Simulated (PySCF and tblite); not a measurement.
# Conformer ensemble of 2,2-difluorocyclohexanone, C₆H₈F₂O, numbered as in [O:1]=[C:2]1[CH2:3][CH2:4][CH2:5][CH2:6][C:7]1([F:8])[F:9]

Conformers came from 90 starts (ETKDG and KDG, MMFF94s, GFN2-xTB); geometries are PBE0-D3(BJ)/def2-SVP. Energies: B3LYP-D3(BJ)/def2-SVPD (IEF-PCM, chloroform), with GFN2-xTB thermal terms (modes under about 100 cm⁻¹ blended into free rotors). Symmetry numbers and mirror images are counted. Conformers within 3 kcal/mol (GFN2-xTB free energy) were kept, 8 at most. GIAO shieldings: PBE0/pcSseg-1 (IEF-PCM, chloroform). Couplings: B3LYP/pcSseg-1 with pcJ-1 on H, F (gas phase; spin-dipole term only for pairs with B, N, F, Si or P). Couplings are for ¹⁹F, ¹H; a prime marks the second kind of pair between the same two sets of atoms. Shifts are against TMS (¹H), TMS (¹³C), CFCl3 (¹⁹F) at the same level. Programs: PySCF with density fitting and tblite.

The 6-ring runs over atoms 2–3–4–5–6–7. Of a mirror pair one member is shown.

```csv
conformer,shape,symmetry,E(GFN2) kcal/mol,E(DFT) kcal/mol,G(298.15 K) kcal/mol,weight %,dipole D
1,6-ring chair (F9 axial),C1 (pair),0.00,0.00,0.00,99.8,5.36
2,"6-ring twist-boat (ring torsions 36, -64, 28, 30, -58, 22°)",C1 (pair),2.64,4.02,3.80,0.2,5.13
```

Weights (%) against temperature:

| T (K) | 1 | 2 | S(mix) cal/mol/K |
| --- | --- | --- | --- |
| 250 | 100.0 | 0.0 | 1.39 |
| 273.15 | 99.9 | 0.1 | 1.39 |
| 298.15 | 99.8 | 0.2 | 1.40 |
| 323.15 | 99.7 | 0.3 | 1.42 |
| 373.15 | 99.4 | 0.6 | 1.45 |

Averaged shifts at 298.15 K. ¹H: 2.58 (H3, 2H), 2.10 (H6, 2H), 1.81 (H5, 2H), 1.81 (H4, 2H) ppm. ¹³C: 210.2 (C2), 119.7 (C7), 43.6 (C3), 39.9 (C6), 29.7 (C4), 24.6 (C5) ppm. ¹⁹F: -131.9 (F8/F9) ppm.

Averaged couplings (Hz): ⁴J(H3,F8) 5.8, ⁵J(H4,F8) 2.0, ⁴J(H5,F8) 2.3, ³J(H6,F8) 8.3, ³J(H6,F8′) 20.4, ²J(H3,H3) -15.0, ³J(H3,H4) 5.9, ³J(H3,H4′) 9.2, ⁴J(H3,H5) -0.6, ⁴J(H3,H5′) 0.9, ²J(H4,H4) -15.2, ³J(H4,H5) 9.0, ³J(H4,H5′) 4.2, ⁴J(H4,H6) 1.4, ²J(H5,H5) -15.5, ³J(H5,H6) 4.7, ³J(H5,H6′) 9.2, ²J(H6,H6) -15.7. Computed couplings to fluorine can be off by tens of per cent at such levels.

Coordinates of conformer 1 (Å):

```xyz
17

O     0.634    2.593   -0.297
C     0.313    1.507    0.099
C    -1.103    1.033    0.300
C    -1.351   -0.279   -0.455
C    -0.321   -1.346   -0.099
C     1.101   -0.852   -0.344
C     1.364    0.426    0.420
F     2.599    0.888    0.179
F     1.270    0.178    1.763
H    -1.241    0.863    1.382
H    -1.785    1.835   -0.013
H    -2.369   -0.640   -0.240
H    -1.314   -0.080   -1.540
H    -0.502   -2.262   -0.681
H    -0.423   -1.622    0.964
H     1.263   -0.637   -1.413
H     1.858   -1.590   -0.035
```

Unscaled ¹⁹F shifts at such levels can be off by tens of ppm; differences between conformers or isomers are more reliable. Shifts are unscaled: against experiment ¹³C can be off by 15 ppm or more and ¹H by 0.8 ppm.

Search and properties took 3.2 min on 1 thread of Arm Neoverse V2, on a host shared with other jobs (rough), launched as `OMP_NUM_THREADS=1 python ens_run.py task.json out`.
